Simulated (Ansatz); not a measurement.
`[SiH3][NH][AlH][SiH2]Cl` + H₂ → `[AlH2][NH][SiH3]` + `[SiH3]Cl` at 700 K and 1 bar (hydrogenolysis of the Al–Si bond).

Calculated with Ansatz (gas phase, PBE0-D4/def2-TZVP geometries, no zero-point term in ΔE). CBS: MP2 limit from def2 TZ/QZ plus the TZ coupled-cluster correction, frozen cores. This one scheme is used for every species. One conformer a species, not always the lowest.

| species | CCSD(T)/CBS energy (Eh) | H − E (kJ/mol) | S (J/(mol·K)) |
| --- | --- | --- | --- |
| `[SiH3][NH][AlH][SiH2]Cl` | -1338.96095 | 277.4 | 562.8 |
| H₂ | -1.17544 | 46.8 | 155.3 |
| `[AlH2][NH][SiH3]` | -589.44550 | 212.2 | 417.7 |
| `[SiH3]Cl` | -750.69636 | 107.0 | 306.3 |

H − E and S are ideal-gas, rigid-rotor, harmonic terms from PBE0-D4/def2-TZVP, for one conformer and one mirror image of each species. For small species the MP2-based limit differs from directly extrapolated CCSD(T) by up to some mEh (0.8 for H₂); such offsets cancel only in part. 1 Eh = 2625.50 kJ/mol, R = 8.31446 J/(mol·K).

Problem. By hand: ΔE, ΔH, ΔS and ΔG.

Solution. ΔE = (-589.44550) + (-750.69636) − (-1338.96095) − (-1.17544) = -0.00547 Eh = -14.4 kJ/mol. Δ(H − E) = 212.2 + 107.0 − 277.4 − 46.8 = -5.0, so ΔH = -19.4 kJ/mol. ΔS = 417.7 + 306.3 − 562.8 − 155.3 = 5.9 J/(mol·K). ΔG = -19.4 − 700 × (5.9)/1000 = -23.5 kJ/mol.

Problem. By hand: the equilibrium constant, and the temperature at which ΔG would vanish if ΔH and ΔS stayed fixed.

Solution. log₁₀ K = −ΔG/(RT ln 10) = 1.8. ΔH and −TΔS have one sign here, so there is no such temperature.

The number of gas molecules stays the same, so ΔS is small and ΔH decides. A doubt of 5 kJ/mol in ΔE shifts log₁₀ K by 0.4 here. Other conformers and mirror images would add mixing entropy, several J/(mol·K) or more a flexible species. Modes under 60 cm⁻¹, often nearly free rotors, make the harmonic entropy too high. These are equilibria of isolated gas molecules and say nothing of rates. Largest T1 diagnostic: 0.012 (customary marks: 0.02 for closed shells, 0.045 for open ones).

ΔS is within the doubt of such terms, so its sign, and with it that verdict, could turn.
